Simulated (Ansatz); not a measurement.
Two structures of SnHCl$_{4}$F, singlet, reached by relaxing down either side of one saddle point (PBE0-D4/def2-TZVP). Energies are electronic, without zero-point energy. Ansatz 0.2.0; basis: def2-TZVPP and def2-QZVPP; cores frozen in the correlated methods. Filled d shells of the heavier atoms are correlated. Core potentials replace the inner electrons of the atoms past krypton. The def2 sets are not built for correlating such inner shells, so the correlated values are less sure here. Extrapolation: Hartree–Fock as exp(−7.88 √X), correlation as X^−2.97. First:

```
7
angstrom
Sn -0.7714 -0.3405 0.2049
Cl 1.0605 -0.3990 1.6150
Cl -0.3567 -1.5131 -1.7070
Cl -2.4616 -1.3979 1.3355
Cl -1.4196 1.8106 -0.1886
H 2.1824 0.8052 -0.2327
F 1.7663 1.0346 -1.0272
```

Second:

```
7
angstrom
Sn -0.8676 0.2669 -0.3833
Cl 2.2621 -1.2922 1.2150
Cl -0.5035 -1.5303 -1.7279
Cl -1.6318 -0.2944 1.6835
Cl -2.2352 1.7885 -1.3870
H 2.1728 -0.0959 0.7526
F 0.8031 1.1574 -0.1529
```

Which bonds change from the first to the second?

SnCl₄ ([Cl][Sn]([Cl])([Cl])[Cl]) + HF → SnCl₃F ([F][Sn]([Cl])([Cl])[Cl]) + HCl; bonds formed: Sn1–F7, Cl2–H6; bonds broken: Sn1–Cl2, H6–F7.

Give the saddle point's structure and its height above each. (To be estimated.)

By the calculation: 0.912 eV above the first and 0.557 eV above the second (CCSD(T) at an estimated basis limit (MP2 extrapolated from triple and quadruple zeta, plus CCSD(T) − MP2 in triple zeta)).
```csv
atom,x (Å),y (Å),z (Å)
Sn1,-0.5389,-0.0380,-0.1642
Cl2,1.6405,-1.0814,0.9446
Cl3,-0.4927,-1.6789,-1.7552
Cl4,-1.6742,-0.3965,1.7878
Cl5,-1.7412,1.6441,-1.1697
H6,1.7061,0.3290,0.4431
F7,1.1003,1.2215,-0.0864
```

No T1 diagnostic of these runs exceeds 0.012.

Labels in which every atom is bracketed show which atoms are joined, not bond orders.

For scale, one of the runs: CCSD(T)/def2-TZVPP, 263 basis functions, launched by `ansatz run in.yaml --threads 8 --pin off --events-out ev --progress --plain --max-ram 19148MiB`. Hardware: 8 CPU threads of an Intel Xeon, shared host. Wall time 4.5 min; peak host memory 6.6 GiB.
